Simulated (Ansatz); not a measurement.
`C[C](C)(C)[SnH3]`, relaxed with RKS PBE0-D4/def2-TZVP in Ansatz from a PBE-D4/def2-SVP geometry. The force threshold is 0.005 eV/Å; the program also tests the step.

Charge 0, multiplicity 1. Sn takes the def2 core potential.

Start:

```xyz
17

C     0.723    0.300    1.408
C     0.040   -0.170    0.118
C    -1.285   -0.876    0.433
C     0.970   -1.096   -0.677
Sn   -0.394    1.611   -1.124
H     0.078    0.982    2.001
H     0.957   -0.576    2.057
H     1.681    0.824    1.210
H    -1.807   -1.219   -0.484
H    -1.096   -1.778    1.060
H    -1.984   -0.225    0.999
H     0.507   -1.446   -1.624
H     1.209   -2.004   -0.076
H     1.935   -0.609   -0.930
H     1.080    2.435   -1.521
H    -1.186    1.143   -2.595
H    -1.426    2.704   -0.257
```

| step | energy (eV) | largest force (eV/Å) | largest move (Å) |
| --- | --- | --- | --- |
| 1 | -10171.3329 | 0.455 | 0.000 |
| 2 | -10171.3922 | 0.201 | 0.056 |
| 3 | -10171.4004 | 0.065 | 0.018 |
| 4 | -10171.4005 | 0.044 | 0.005 |
| 5 | -10171.4006 | 0.004 | 0.002 |

End:

```xyz
17

C     0.716    0.296    1.394
C     0.038   -0.155    0.108
C    -1.271   -0.864    0.428
C     0.959   -1.085   -0.670
Sn   -0.391    1.595   -1.111
H     0.081    0.967    1.980
H     0.941   -0.575    2.025
H     1.662    0.811    1.201
H    -1.786   -1.203   -0.475
H    -1.075   -1.752    1.045
H    -1.958   -0.224    0.988
H     0.503   -1.429   -1.603
H     1.187   -1.976   -0.070
H     1.911   -0.607   -0.918
H     1.065    2.408   -1.503
H    -1.170    1.124   -2.562
H    -1.414    2.670   -0.258
```

Hardware: 4 threads of an Arm Neoverse N1 on a shared host. Wall time 61 s, peak host memory 0.84 GiB.
